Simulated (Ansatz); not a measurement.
Cartesian coordinates (Å):
SMILES: C[Si](F)(F)F
```xyz
8

C     -0.9961    -0.0325    -0.0353
Si     0.8411     0.0274     0.0298
F      1.4972    -0.4553    -1.3450
F      1.3744     1.5070     0.3124
F      1.4224    -0.9116     1.1846
H     -1.3403    -1.0574    -0.2303
H     -1.4253     0.3030     0.9188
H     -1.3736     0.6194    -0.8350
```
Charge 0, multiplicity 1.

Calculation: Ansatz (a program for electronic structure) with frozen-core CCSD(T)/def2-TZVPP // PBE-D3(BJ)/def2-TZVP.

```yaml
HF energy: -627.26725 Ha
MP2 correlation energy: -1.03922 Ha
```

**Question.** Estimate the CCSD correlation energy, the (T) correction, the total energy and the T1 diagnostic.

**Answer.** 
The CCSD correlation energy comes out as -1.05636 Ha and the (T) correction comes out as -0.03164 Ha. The CCSD(T) total energy is -628.35524 Ha and the T1 diagnostic is 0.011.
